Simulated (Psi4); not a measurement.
C₅H₅N (SMILES C=C=C(C)C#N), singlet, geometry from GFN2-xTB; PBE/def2-TZVPP (Psi4).

Input for Psi4:
```
memory 2 GB

molecule mol {
0 1
  C     2.306350   -0.575112    0.400365
  C     1.038442   -0.370211    0.276402
  C    -0.247913   -0.160499    0.149054
  C    -1.312386   -0.943468    0.870121
  C    -0.693696    0.865029   -0.718370
  N    -1.076093    1.690748   -1.415807
  H     2.894514   -0.064670    1.146847
  H     2.836466   -1.262775   -0.239804
  H    -1.970931   -1.427706    0.149667
  H    -1.915073   -0.274793    1.484014
  H    -0.857102   -1.699730    1.504494
}

set basis def2-tzvpp
set reference rks

energy('pbe')
print_variables()
```

It wrote (shortened):

```
   => Loading Basis Set <=

    Name: DEF2-TZVPP
    Role: ORBITAL
    Keyword: BASIS

         ---------------------------------------------------------
                                   SCF
               by Justin Turney, Rob Parrish, Andy Simmonett
                          and Daniel G. A. Smith
                              RKS Reference
         ---------------------------------------------------------

  ==> Geometry <==

    Molecular point group: c1
    Full point group: C1

    Geometry (in Angstrom), charge = 0, multiplicity = 1:

       Center              X                  Y                   Z               Mass
    ------------   -----------------  -----------------  -----------------  -----------------
         C            2.318791983891    -0.634546752132     0.451197520833    12.000000000000
         C            1.050883983891    -0.429645752132     0.327234520833    12.000000000000
         C           -0.235471016109    -0.219933752132     0.199886520833    12.000000000000
         C           -1.299944016109    -1.002902752132     0.920953520833    12.000000000000
         C           -0.681254016109     0.805594247868    -0.667537479167    12.000000000000
         N           -1.063651016109     1.631313247868    -1.364974479167    14.003074004430
         H            2.906955983891    -0.124104752132     1.197679520833     1.007825032230
         H            2.848907983891    -1.322209752132    -0.188971479167     1.007825032230
         H           -1.958489016109    -1.487140752132     0.200499520833     1.007825032230
         H           -1.902631016109    -0.334227752132     1.534846520833     1.007825032230
         H           -0.844660016109    -1.759164752132     1.555326520833     1.007825032230

  Running in c1 symmetry.

  Rotational constants: A =      0.18763  B =      0.09231  C =      0.06339 [cm^-1]
  Rotational constants: A =   5625.01251  B =   2767.37499  C =   1900.34820 [MHz]
  Nuclear repulsion =  184.820598915595326

  Charge       = 0
  Multiplicity = 1
  Electrons    = 42
  Nalpha       = 21
  Nbeta        = 21

  ==> Algorithm <==

  SCF Algorithm Type is DF.
  DIIS enabled.
  MOM disabled.
  Fractional occupation disabled.
  Guess Type is SAD.
  Energy threshold   = 1.00e-06
  Density threshold  = 1.00e-06
  Integral threshold = 1.00e-12

  ==> Primary Basis <==

  Basis Set: DEF2-TZVPP
    Blend: DEF2-TZVPP
    Number of shells: 96
    Number of basis functions: 256
[...]
   @DF-RKS iter   5:  -247.98480636258594   -2.12464e-02   3.73362e-04 ADIIS/DIIS
   @DF-RKS iter   6:  -247.98875750768838   -3.95115e-03   1.22525e-04 ADIIS/DIIS
   @DF-RKS iter   7:  -247.98919291827397   -4.35411e-04   3.03989e-05 DIIS
   @DF-RKS iter   8:  -247.98922668362394   -3.37653e-05   6.71055e-06 DIIS
   @DF-RKS iter   9:  -247.98922778637493   -1.10275e-06   5.02226e-06 DIIS
   @DF-RKS iter  10:  -247.98922864106183   -8.54687e-07   7.45381e-07 DIIS
  Energy and wave function converged.

  ==> Post-Iterations <==

   Electrons on quadrature grid:
      Ntotal   =   41.9999777193 ; deviation = -2.228e-05

    Orbital Energies [Eh]
    ---------------------

    Doubly Occupied:

[...]
    Virtual:

[...]
     256A     31.785017

    Final Occupation by Irrep:
              A
    DOCC [    21 ]
    NA   [    21 ]
    NB   [    21 ]

  @DF-RKS Final Energy:  -247.98922864106183

   => Energetics <=

    Nuclear Repulsion Energy =            184.8205989155953262
    One-Electron Energy =                -698.9341379770368121
    Two-Electron Energy =                 301.6477801740116433
    DFT Exchange-Correlation Energy =     -35.5234697536319359
    Empirical Dispersion Energy =           0.0000000000000000
    VV10 Nonlocal Energy =                  0.0000000000000000
    Total Energy =                       -247.9892286410618283

Computation Completed

Properties will be evaluated at   0.000000,   0.000000,   0.000000 [a0]

Properties computed using the SCF density matrix

 Multipole Moments:

 ------------------------------------------------------------------------------------
     Multipole            Electronic (a.u.)      Nuclear  (a.u.)        Total (a.u.)
 ------------------------------------------------------------------------------------

 L = 1.  Multiply by 2.5417464519 to convert [e a0] to [Debye]
 Dipole X            :         -0.3626864            0.9875110            0.6248247
 Dipole Y            :          3.5315317           -4.7172545           -1.1857228
 Dipole Z            :         -3.0361611            4.0345027            0.9983416
 Magnitude           :                                                    1.6712362

 ------------------------------------------------------------------------------------

  Variable Map:
  ----------------------------------------------------------------------------
[...]
  Array Variable Map:
  ----------------------------------------------------------------------------
[...]
[...]
```
